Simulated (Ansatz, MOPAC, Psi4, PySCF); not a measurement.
Pair of molecules: CH4 (SMILES C) (first 5 atoms) with C2H6O (SMILES COC); geometry from B3LYP-D3(BJ)/def2-TZVP, rigid monomers moved along the line of their centres of mass till H5···O7 is 2.30 Å.
(charge 0, multiplicity 1):
```xyz
14

C      0.1001     0.0483    -0.3766
H      1.1471     0.2851    -0.5645
H     -0.5087     0.4342    -1.1935
H     -0.0194    -1.0335    -0.3196
H     -0.2139     0.5011     0.5626
C      1.1173     0.2399     3.0094
O     -0.2676     0.4651     2.8646
C     -1.0225    -0.7189     2.9955
H      1.4924    -0.4512     2.2435
H      1.3532    -0.1743     3.9985
H      1.6176     1.2005     2.8968
H     -0.7449    -1.4571     2.2319
H     -2.0709    -0.4534     2.8684
H     -0.8846    -1.1733     3.9854
```

```json
[
 {"level": "PM6", "interaction energy (meV)": "-35.6", "cost": "-"},
 {"level": "PBE/def2-TZVPPD", "interaction energy (meV)": "11.8", "cost": "×1"},
 {"level": "PBE-D4/def2-TZVPPD", "interaction energy (meV)": "-43.7", "cost": "×1"},
 {"level": "BP86/6-31G* (no counterpoise)", "interaction energy (meV)": "5.7", "cost": "-"},
 {"level": "r2SCAN-D3(BJ)/def2-TZVPPD", "interaction energy (meV)": "-42.5", "cost": "×2"},
 {"level": "B3LYP/3-21G (no counterpoise)", "interaction energy (meV)": "-130.1", "cost": "-"},
 {"level": "B3LYP/6-311+G** (no counterpoise)", "interaction energy (meV)": "38.8", "cost": "-"},
 {"level": "B3LYP-D4/def2-TZVPPD", "interaction energy (meV)": "-33.2", "cost": "×1"},
 {"level": "PBE0-D4/def2-TZVPPD", "interaction energy (meV)": "-38.8", "cost": "×1"},
 {"level": "MP2/6-31G*", "interaction energy (meV)": "26.6", "cost": "-"},
 {"level": "MP2/aug-cc-pVDZ", "interaction energy (meV)": "-23.0", "cost": "-"},
 {"level": "CCSD/aug-cc-pVDZ", "interaction energy (meV)": "-7.7", "cost": "-"},
 {"level": "CCSD(T)/aug-cc-pVDZ", "interaction energy (meV)": "-22.5", "cost": "×20"},
 {"level": "SAPT0/jun-cc-pV(D+d)Z", "interaction energy (meV)": "-8.4", "cost": "-"}
]
```

The rows run from -130.1 (B3LYP/3-21G (no counterpoise)) to 38.8 meV (B3LYP/6-311+G** (no counterpoise)). In aug-cc-pVDZ the value moves MP2 -23.0, CCSD -7.7, CCSD(T) -22.5, a shift of 0.5 from MP2 to CCSD(T). The dispersion term adds -55.5 in PBE-D4.

Counterpoise-corrected where a basis set is named; no monomer relaxation. Rows marked so take none.

Cores are frozen in the correlated methods. Rows in 3-21G, 6-311+G**, 6-31G* carry no dispersion term and start afresh at each structure (6-31G* with six Cartesian d functions). MP2/6-31G* freezes PySCF's default core. The state that PM6 reach isn't checked.

The values were computed with Ansatz (Gaussian basis) for Hartree–Fock, density functionals and correlated methods; MOPAC for PM6 (differences of heats of formation); Psi4 for SAPT; PySCF for 3-21G rows, 6-311+G** rows, 6-31G* rows, the dispersion terms. Values without a source in brackets are computed.

Costs are rough ratios of core time to PBE/def2-TZVPPD (about 12 s over the structures, on one shared machine); a dash marks a level with no comparable run of its own.

Ansatz is a program for electronic structure.
